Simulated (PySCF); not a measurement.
# Dipole response of Mg (magnesium, neutral)

[Ne] 3s1 3p1, high-spin 3P determinant (an excited configuration). Computed with PySCF 2.14 in aug-cc-pCVDZ, with no relativity, point nucleus. Coupled (time-dependent) response in atomic units; α is the mean over directions. A double-zeta set is small for polarisabilities.

```csv
method,mean α (bohr³),"α xx, yy, zz",C₆ (like pair),S(−4)
UHF,90.41,"79.71, 111.8, 79.71",880.3,4996
PBE,96.93,"78.36, 134.1, 78.36",940.6,6997
PBE0,94.02,"78.57, 124.9, 78.57",912.6,6045
LC-wPBE,87.82,"78.10, 107.2, 78.10",842.6,4618
BP86,97.59,"78.62, 135.5, 78.62",948.4,7070
```

S(−4) is the Cauchy moment in α(ω) = α(0) + S(−4) ω² + …

α(iu) at PBE0:

```
u (hartree)  α(iu) (bohr³)
          0          94.02
     0.0500          81.68
      0.100          60.61
      0.200          31.29
      0.300          17.60
      0.500          7.479
      0.750          3.631
       1.00          2.180
       1.50          1.092
       2.00         0.6888
       3.00         0.3778
       5.00         0.1917
```

The components differ because the open shell of this determinant is not spherical; for a pure term their mean is the scalar polarisability.
